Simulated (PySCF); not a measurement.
**Radial density of Zr²⁺ (zirconium, charge +2)**

UHF, [Kr] 4d2, high-spin 3F determinant. All numbers are calculated (PySCF 2.14, scalar relativity through the core potential, in def2-SVP with the def2 core potential (28 electrons)). This is the valence pseudo-density: the core potential removes the inner electrons and smooths the orbitals near the nucleus.

| r (bohr) | 4πr²ρ (e/bohr) | 4πr²(ρα − ρβ) |
| --- | --- | --- |
| 0.0393 | 1.315e-05 | 0.0000 |
| 0.0661 | 3.541e-05 | 0.0000 |
| 0.111 | 9.229e-05 | 0.0000 |
| 0.187 | 0.0004794 | 0.0001 |
| 0.314 | 0.01713 | 0.0020 |
| 0.529 | 0.6348 | 0.0369 |
| 0.889 | 6.376 | 0.3923 |
| 1.50 | 6.760 | 1.1077 |
| 2.52 | 1.114 | 0.6290 |
| 4.23 | 0.05654 | 0.0542 |
| 7.12 | 0.0004530 | 0.0005 |

Energies and moments cover only the electrons outside the core potential.
